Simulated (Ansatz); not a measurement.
Cost and result for the atomization energy of `FC1BN1` (7 atoms, 7 bonds).

Z-matrix (Å, degrees):
```
C
B 1 1.547
N 1 1.420 2 54.1
F 1 1.383 2 120.0 3 100.9
H 1 1.087 2 128.9 3 -100.7
H 2 1.181 1 157.1 3 -176.7
H 3 1.006 1 135.8 2 178.6
```

Charge 0, multiplicity 1. Geometry: relaxed with PBE0-D4/def2-TZVP. Program: Ansatz. All runs use 2 threads of an Arm Neoverse V1 on a shared host. Times are those of one run each, without the atoms' runs, and a repeat can differ threefold. Electronic energies, without spin–orbit coupling; frozen cores. CCSD(T)/CBS adds CCSD(T) − MP2 in def2-TZVPP to the MP2 limit, and its time is that of the two runs behind it. T1 = 0.014. B3LYP takes the VWN-RPA correlation (the form of Gaussian; ORCA's B3LYP/G). HSE06 is the plane-wave form, built on full-range PBE exchange.

CCSD(T)/CBS is a level of theory with its own doubt, some kJ/mol a heavy atom from the limit and from the frozen cores, so smaller differences don't rank the functionals.

```tsv
level	functions	wall time
BLYP-D4/def2-TZVPP	166	1.6 s
CCSD(T)/def2-SVP	71	1.6 s
HSE06-D4/def2-TZVPP	166	2 s
BHLYP-D4/def2-TZVPP	166	2.1 s
CAM-B3LYP-D4/def2-TZVPP	166	2.4 s
B3LYP-D4/def2-TZVPP (with forces)	166	2.6 s
PBE-QIDH/def2-TZVPP	166	3.2 s
B2PLYP/def2-TZVPP	166	3.4 s
r2SCAN-D4/def2-TZVPP (with forces)	166	3.8 s
ωB97M-V/def2-TZVPP (with forces)	166	7.5 s
MP2/def2-QZVPP	318	11 s
CCSD(T)/def2-TZVPP	166	32 s
CCSD(T)/CBS(def2)	–	43 s
```

Problem. What atomization energy does each give, and how far from CCSD(T)/CBS? (An estimate is asked.)

Solution. Computed: 
| level | atomization (kcal/mol) | difference from CCSD(T)/CBS | per bond |
| --- | --- | --- | --- |
| BLYP-D4/def2-TZVPP | 646.8 | 11.6 | 1.7 |
| CCSD(T)/def2-SVP | 603.1 | -32.1 | -4.6 |
| HSE06-D4/def2-TZVPP | 647.5 | 12.3 | 1.8 |
| BHLYP-D4/def2-TZVPP | 614.5 | -20.7 | -3.0 |
| CAM-B3LYP-D4/def2-TZVPP | 646.9 | 11.7 | 1.7 |
| B3LYP-D4/def2-TZVPP (with forces) | 642.4 | 7.2 | 1.0 |
| PBE-QIDH/def2-TZVPP | 636.0 | 0.8 | 0.1 |
| B2PLYP/def2-TZVPP | 634.9 | -0.3 | 0.0 |
| r2SCAN-D4/def2-TZVPP (with forces) | 643.0 | 7.8 | 1.1 |
| ωB97M-V/def2-TZVPP (with forces) | 644.6 | 9.4 | 1.3 |
| MP2/def2-QZVPP | 647.1 | 11.9 | 1.7 |
| CCSD(T)/def2-TZVPP | 615.9 | -19.3 | -2.8 |
| CCSD(T)/CBS(def2) | 635.2 | 0.0 | 0.0 |

Leaving LDA and LC-ωPBE aside and taking each functional with its dispersion term where it has one, the values, not all of them listed here, spread over 52.3 kcal/mol, from BHLYP-D4 to PBE-D4. LDA lies +91.7 kcal/mol from PBE without D4, its usual overbinding. The D4 term adds +3.4 kcal/mol with B3LYP and +1.7 kcal/mol with PBE0; it sums over pairs of atoms, weighted by their polarisabilities, and B3LYP, whose exchange is more repulsive, gets the larger term. From BLYP to BHLYP (50 % exact exchange), in def2-TZVPP and without D4, the atomization energy moves by −29.8 kcal/mol: exact exchange takes away binding that semilocal exchange gives to molecules.
